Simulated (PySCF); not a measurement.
**I (iodine, neutral) across methods**

[Kr] 4d10 5s2 5p4 6s1, high-spin 4P determinant (an excited configuration). Computed with PySCF 2.14 in aug-cc-pVTZ-PP with ECP28MDF (6s5p4d2f, 55 functions), with a scalar-relativistic core potential. The B2PLYP total includes its PT2 part (frozen core); its orbital energies are those of the SCF part.

| method | E (hartree) | mean ε 5p α (eV) | mean ε 5p β (eV) | mean ε 6s α (eV) | Σ⟨r²⟩ (bohr²) | ⟨S²⟩ |
| --- | --- | --- | --- | --- | --- | --- |
| BP86 | -295.5633 | -10.841 | -9.456 | -1.995 | 79.60 | 3.752 |
| UHF | -294.42316 | -15.265 | -13.151 | -3.091 | 81.46 | 3.760 |
| B2PLYP | -295.1534 | -13.138 | -11.471 | -2.462 | 80.45 | 3.754 |
| r2SCAN | -295.5426 | -11.298 | -9.685 | -1.857 | 80.42 | 3.755 |
| PBE | -295.4175 | -10.746 | -9.273 | -1.846 | 79.75 | 3.753 |
| M06 | -295.4814 | -11.716 | -10.254 | -2.005 | 79.88 | 3.752 |
| LDA | -295.0078 | -10.829 | -9.420 | -1.970 | 79.33 | 3.751 |
| wB97X | -295.4648 | -14.296 | -12.870 | -3.173 | 80.20 | 3.752 |
| PBE0 | -295.4400 | -12.095 | -10.492 | -2.253 | 79.98 | 3.754 |

Energies and moments cover only the electrons outside the core potential. The outer electron is Rydberg-like, and this basis confines it to a smaller radius and binds it less than a complete one would.
